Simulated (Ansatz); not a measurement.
B₁₃N₁₃H₃₀, a nanocrystal cut from zinc blende BN (hydrogen-capped). Charge 0, multiplicity 1. Geometry PBE-D4/def2-SVP.

Cartesian coordinates in Å:
```
B 1.325 0.378 -1.440
B 2.208 1.417 0.794
B 1.123 2.952 -0.966
B -1.001 1.410 -0.992
B -0.104 2.443 1.240
B 2.439 -1.210 0.318
B 1.577 -2.194 -1.900
B -0.777 -1.123 -1.452
B 0.349 -2.702 0.306
B 0.087 -0.127 0.742
B -2.286 0.886 1.227
B -2.064 -1.632 0.770
B -3.150 -0.098 -0.990
N 1.986 1.631 -0.717
N 2.210 -0.917 -1.179
N 3.071 0.090 0.996
N -0.089 0.131 -0.768
N 0.775 1.134 1.412
N -0.285 2.638 -0.279
N -2.400 1.128 -0.292
N -1.532 2.131 1.882
N 0.999 -1.407 0.950
N 0.158 -2.382 -1.190
N -2.182 -1.344 -0.740
N -1.090 -2.880 0.973
N -1.335 -0.372 1.400
H 1.238 0.588 -2.639
H 2.769 2.346 1.368
H 0.972 3.134 -2.170
H 1.657 3.910 -0.399
H -1.170 1.656 -2.176
H 0.394 3.400 1.826
H 3.168 -2.171 0.548
H 1.422 -1.967 -3.096
H 2.282 -3.184 -1.687
H -0.939 -0.966 -2.651
H 1.020 -3.704 0.537
H -3.357 0.722 1.804
H -3.129 -1.864 1.335
H -3.265 0.110 -2.194
H -4.232 -0.295 -0.432
H 2.879 1.839 -1.183
H 3.111 -0.795 -1.661
H 4.008 0.245 0.598
H 3.265 -0.074 1.994
H 0.908 0.994 2.424
H -0.835 3.486 -0.468
H -3.022 1.925 -0.480
H -2.127 2.965 1.780
H -1.459 2.020 2.904
H 1.137 -1.608 1.952
H -0.246 -3.191 -1.680
H -2.665 -2.118 -1.214
H -1.538 -3.715 0.568
H -1.005 -3.122 1.971
H -1.253 -0.548 2.412
```

Single mean-field runs in def2-SVP, def2-TZVP are fitted with def2-universal-jkfit.

Estimate the orbital energies around the gap (eV) in Ansatz with PBE-D4/def2-SVP, PBE-D4/def2-TZVP, r2SCAN-D4/def2-TZVP, PBE0-D4/def2-SVP, PBE0-D4/def2-TZVP.


```csv
orbital,PBE-D4/def2-SVP,PBE-D4/def2-TZVP,r2SCAN-D4/def2-TZVP,PBE0-D4/def2-SVP,PBE0-D4/def2-TZVP
HOMO−5,-6.08,-6.22,-6.52,-7.44,-7.55
HOMO−4,-6.07,-6.22,-6.52,-7.44,-7.55
HOMO−3,-6.07,-6.22,-6.49,-7.42,-7.52
HOMO−2,-5.67,-5.87,-6.15,-7.05,-7.19
HOMO−1,-5.41,-5.59,-5.86,-6.76,-6.88
HOMO,-5.41,-5.59,-5.86,-6.76,-6.88
LUMO,-1.10,-1.67,-1.10,-0.20,-0.88
LUMO+1,-0.23,-0.85,-0.20,0.71,-0.04
LUMO+2,-0.23,-0.85,-0.20,0.71,-0.04
LUMO+3,0.18,-0.48,0.19,1.13,0.34
LUMO+4,0.66,-0.02,0.68,1.63,0.81
LUMO+5,0.67,-0.01,0.68,1.64,0.81
```
